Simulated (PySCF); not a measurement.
Magnetic susceptibility: `C#C[C@@]1(C(C)=O)C[C@H]1N`, C₇H₉NO

Geometry (Å), atoms numbered from 1 in this order:
```xyz
18

C     0.8275    2.3686    0.0038
C     0.4181    1.2464   -0.0962
C    -0.0221   -0.1050   -0.2363
C    -1.4871   -0.3751   -0.1646
C    -2.3423    0.8022    0.2200
O    -1.9373   -1.4745   -0.3913
C     0.7977   -1.0198   -1.1464
C     0.8752   -1.2129    0.3293
N     1.9953   -0.8483    1.1263
H     1.1642    3.3575    0.0954
H    -2.2247    1.5949   -0.5166
H    -3.3850    0.5020    0.2767
H    -2.0138    1.1919    1.1812
H     1.6345   -0.5647   -1.6566
H     0.2324   -1.7305   -1.7302
H     0.3369   -2.0608    0.7386
H     2.4767   -0.0456    0.7359
H     2.6450   -1.6200    1.2193
```

Computed, not measured: GIAO HF/pcSseg-1 magnetisability, rotational g tensor and spin-rotation constants, non-relativistic, gas phase (PySCF 2.14.0). Geometry: GFN2-xTB.

(1) How diamagnetic is it, and how anisotropic?

(2) Split it along the inertial axes a, b, c into diamagnetic and paramagnetic parts about the centre of mass, with the quadrupole moment.

(3) And the rotational g tensor?

Results:

(1) Isotropic -1429 × 10⁻³⁰ J/T², or -86.1 × 10⁻⁶ cm³/mol; principal values -1503, -1457, -1327 × 10⁻³⁰ J/T², anisotropy 158 × 10⁻³⁰ J/T² (root of half the summed squared differences of the principal values). The susceptibility is in cgs units.

(2) 
| axis | χ (10⁻⁶ cm³/mol) | diamagnetic (10⁻⁶ cm³/mol) | paramagnetic (10⁻⁶ cm³/mol) | summed x² of all electrons (Å²) | quadrupole Θ (D Å) |
| --- | --- | --- | --- | --- | --- |
| a | -89.0 | -679.9 | 590.9 | 167.6 | +0.74 |
| b | -80.6 | -876.3 | 795.7 | 121.3 | +4.35 |
| c | -88.6 | -1225.7 | 1137.1 | 38.9 | -5.09 |

Anisotropies 2χaa − χbb − χcc = -8.8 and 2χbb − χaa − χcc = +16.4 × 10⁻⁶ cm³/mol. Θ is traceless in Buckingham's convention.

(3) 
```csv
axis,rotational constant (GHz),g,nuclear part,electronic part
a,2.1141,-0.0055,0.5814,-0.5868
b,1.5761,-0.0119,0.5773,-0.5891
c,1.0717,-0.0013,0.5713,-0.5725
```
Asymmetric top; isotopes 12C, 1H, 14N, 16O; no vibrational averaging.
